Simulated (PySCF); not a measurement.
# Ionisation energy of Hf²⁺ by level of theory

Hf²⁺ [Xe] 4f14 5d2 (3F) → Hf³⁺ [Xe] 4f14 5d1 (2D), as a difference of total energies. All numbers are calculated (PySCF 2.14, a scalar-relativistic core potential, in cc-pVDZ-PP with ECP60MDF). Correlated levels: valence: 5s2 5p6 frozen. The calculations carry no spin-orbit coupling.

| method | ionisation energy (eV) |
| --- | --- |
| UHF | 21.518 |
| TPSS | 22.419 |
| PBE0 | 22.507 |
| MP2 (valence) | 21.576 |
| SCS-MP2 (valence) | 21.537 |

Problem. How much does correlation contribute at MP2 (valence)?

Solution. 21.576 − (21.518) = 0.058 eV, measured against UHF.

The reference lies between the lowest fine-structure levels, while these numbers refer to the centres of the terms.

Errors of the correlated levels include the incompleteness of this basis and the frozen core.

For comparison: 22.55 ± 0.04 eV (theoretical estimate listed by NIST; NIST Atomic Spectra Database, ionization energies).
